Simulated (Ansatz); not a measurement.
Molecule: AsF₃, net charge -1, doublet state. SMILES of the parent species: [As](F)(F)F

Atoms: F1, As2, F3, F4. Bonds: F1-As2, As2-F3, As2-F4.

Bond lengths (Å) and angles (degrees) optimised at HF/STO-3G with Ansatz (a quantum-chemistry and plane-wave program); HF/6-31G* with LANL2DZ past Ar with Ansatz; B3LYP/LANL2DZ with Ansatz, each started from the B3LYP-D3(BJ)/def2-TZVP structure (Ansatz) of the last column. A row stands for all coordinates that are equal there. 6-31G* holds six Cartesian d functions. No wavenumbers were computed at HF/STO-3G, B3LYP/LANL2DZ, so these may be saddle points.

```csv
coordinate,HF/STO-3G,HF/6-31G* with LANL2DZ past Ar,B3LYP/LANL2DZ,B3LYP-D3(BJ)/def2-TZVP
F1-As2,1.988,1.887,1.987,1.943
As2-F3,1.778,1.741,1.859,1.791
F1-As2-F3,88.7,83.4,86.5,86.8
F1-As2-F4,177.3,166.8,173.0,173.6
```

Mean signed difference of all 3 bond lengths from B3LYP-D3(BJ)/def2-TZVP: HF/STO-3G 0.026 Å, HF/6-31G* with LANL2DZ past Ar -0.054 Å, B3LYP/LANL2DZ 0.052 Å.
